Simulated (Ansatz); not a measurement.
Reaction (formal exchange of groups at the In–C bond): `C=[CH][In]([CH3])[Cl]` + SiH₄ → `[CH3][In]([SiH3])[Cl]` + `C=C`

Program: Ansatz. Geometries: PBE0-D4/def2-TZVP. ΔE: electronic, gas phase. CCSD(T)/CBS adds triple-zeta CCSD(T) − MP2 to the extrapolated MP2 energy (def2 sets, frozen cores). This one scheme is used for every species. DFT in def2-TZVPP. B3LYP here is the variant with VWN-RPA as its local correlation; programs differ in this. HSE06 is defined as in plane-wave codes. Elements past krypton have def2 core potentials. For In outer-core shells are correlated without core-valence functions, which leaves a few kJ/mol of doubt a bond. One conformer a species, not always the lowest.

```json
{"level": "PBE-D4", "ΔE (kJ/mol)": "-51.8", "difference from CCSD(T)/CBS": "-12.2"}
{"level": "B3LYP-D4", "ΔE (kJ/mol)": "-45.6", "difference from CCSD(T)/CBS": "-6.0"}
{"level": "r2SCAN0-D4", "ΔE (kJ/mol)": "-48.2", "difference from CCSD(T)/CBS": "-8.6"}
{"level": "HSE06-D4", "ΔE (kJ/mol)": "-51.4", "difference from CCSD(T)/CBS": "-11.8"}
{"level": "BHLYP-D4", "ΔE (kJ/mol)": "-45.0", "difference from CCSD(T)/CBS": "-5.4"}
{"level": "ωB97M-V", "ΔE (kJ/mol)": "-42.0", "difference from CCSD(T)/CBS": "-2.4"}
{"level": "PBE0", "ΔE (kJ/mol)": "-52.7", "difference from CCSD(T)/CBS": "-13.1"}
{"level": "B3LYP", "ΔE (kJ/mol)": "-48.7", "difference from CCSD(T)/CBS": "-9.1"}
{"level": "r2SCANh", "ΔE (kJ/mol)": "-48.1", "difference from CCSD(T)/CBS": "-8.5"}
{"level": "MP2/def2-SVP", "ΔE (kJ/mol)": "-35.0", "difference from CCSD(T)/CBS": "4.6"}
{"level": "CCSD(T)/CBS", "ΔE (kJ/mol)": "-39.6", "difference from CCSD(T)/CBS": "0"}
```

Largest T1 diagnostic among the species: 0.012.

Leaving LDA and LC-ωPBE aside and taking each functional with its dispersion term where it has one, the values, not all of them listed here, spread over 10.1 kJ/mol, from PBE-D4 to ωB97X-V. LDA lies +3.5 kJ/mol from PBE without D4. The D4 term adds +3.0 kJ/mol with B3LYP and +1.5 kJ/mol with PBE0; it sums over pairs of atoms, weighted by their polarisabilities, and B3LYP, whose exchange is more repulsive, gets the larger term. From BLYP to BHLYP (50 % exact exchange), in def2-TZVPP and without D4, ΔE moves by +3.0 kJ/mol.

CCSD(T)/CBS has its own doubt, a few kJ/mol and more with outer-core shells, so smaller differences from it don't rank the levels.
